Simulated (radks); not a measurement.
Initial-state core-level shifts of the copper ion Cu+ when its valence configuration changes from [Ar] 3d10. All-electron calculation, scalar-relativistic Kohn-Sham, PBE, spin-polarised, spherical densities, point nucleus; open shells are filled with parallel spins first. Program: a radial shooting solver on a logarithmic mesh with Libxc functionals. Shifts are changes of the shell-averaged eigenvalues in eV (positive: less bound).

valence           1s       2s       2p       3p
3d9.5 4s0.5   -2.787   -3.084   -3.054   -2.777
3d9 4s1       -5.910   -6.558   -6.494   -5.825
3d9 4p1       -7.641   -8.183   -8.124   -7.558
3d9.5 4p0.5   -3.672   -3.909   -3.882   -3.667
3d8 4s2      -13.336  -14.813  -14.675  -12.844
3d8 4p2      -16.384  -17.736  -17.597  -15.873
3d8 4s1 4p1  -14.782  -16.212  -16.072  -14.280
3d8.5 4s1.5   -9.470  -10.508  -10.408   -9.225
3d7 4s1 4p2  -24.623  -27.084  -26.852  -23.266
